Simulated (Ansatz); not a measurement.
Consider the atomization: `BOB(N)Cl` → 2 B• + Cl• + 4 H• + N• + O•.

Isolated molecules relaxed with PBE0-D4/def2-TZVP in Ansatz; ΔE leaves out vibrations. CCSD(T)/CBS is the MP2 limit (def2-TZVPP, def2-QZVPP) plus CCSD(T) − MP2 in def2-TZVPP, frozen cores. This one scheme is used for every species, atoms too. Open shells (•) are unrestricted, without spin–orbit coupling. Spin–orbit coupling would lower the free atoms: a little for B, Cl, O. Each species was taken in one conformer, which may not be the lowest.

| species | CCSD(T)/CBS(def2) energy (Eh) |
| --- | --- |
| `BOB(N)Cl` | -641.82248 |
| B• | -24.60433 |
| Cl• | -459.70966 |
| H• | -0.50000 |
| N• | -54.53257 |
| O• | -75.00631 |

(1) Work out ΔE.

Largest T1 diagnostic among the species: 0.014.

Answers

(1) ΔE = 4 × (-0.50000) + 2 × (-24.60433) + (-459.70966) + (-54.53257) + (-75.00631) − (-641.82248) = 1.36528 Eh = +37.15 eV.

From r2SCAN to r2SCAN0 (25 % exact exchange), in def2-TZVPP and without D4, ΔE moves by −0.64 eV: exact exchange takes away binding that semilocal exchange gives to molecules. At CCSD(T), def2-SVP lies −1.76 eV from the extrapolated value and def2-TZVPP −0.99 eV: correlation converges slowly with the basis, and small sets miss more of it in the bonded molecule than in its fragments.

For atomizations the MP2-based limit and the directly extrapolated one differ by several kJ/mol either way, and by 10 to 25 for some Ge, Se and Sn compounds, so smaller differences from it don't rank the levels.
